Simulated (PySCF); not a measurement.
Predicted microwave data (wB97X-D/def2-SVPD in PySCF (dipole) on a GFN2-xTB geometry, gas phase) for one isomer of C5H10N2Si:

* Rotational constants: A = 5439, B = 827.0, C = 787.0 MHz
* Dipole components: |μa| = 1.42 D, |μb| = 2.23 D, |μc| = 0.03 D
* Inertial defect: -61.92 u·Å²
* κ: -0.98

Question: Which candidate fits, each taken in the one conformer that was computed?
A. `[CH2:1]=[CH:2][C:3]1=[N:4][N:5]([SiH3:6])[CH2:7][CH2:8]1` with C1–C2–C3–N4 180°
B. `[CH:1]1=[N:2][Si@@H:3]([NH:4][CH:5]2[CH2:6][CH2:7]2)[CH2:8]1` with N2–Si3–N4–C5 -171°, Si3–N4–C5–C6 162°
C. `[CH2:1]=[CH:2][CH2:3][NH:4][Si@@H:5]1[CH2:6][CH:7]=[N:8]1` with C1–C2–C3–N4 4°, C2–C3–N4–Si5 -81°, C3–N4–Si5–C6 -123°

Answer: B. It is C1=N[Si@@H](NC2CC2)C1, a near-prolate asymmetric top, point group C1. The candidates at the same level (rigid rotor, commonest isotopes):

```
               SMILES  A (MHz)  B (MHz)  C (MHz)  μa (D)  μb (D)  μc (D)  Δ (u·Å²)  point group                        rotor
  C=CC1=NN([SiH3])CC1     4983    924.8    794.8    0.13    2.06    0.02    -12.05      near Cs  near-prolate asymmetric top
C1=N[Si@@H](NC2CC2)C1     5439    827.0    787.0    1.42    2.23    0.03    -61.92           C1  near-prolate asymmetric top
   C=CCN[Si@@H]1CC=N1     4496    954.6    851.0    1.01    2.09    0.31    -47.93           C1  near-prolate asymmetric top
```

`C=CCN[Si@@H]1CC=N1` has A 17 % too low; `C=CC1=NN([SiH3])CC1` has B 12 % too high. No structure here is proved a minimum.
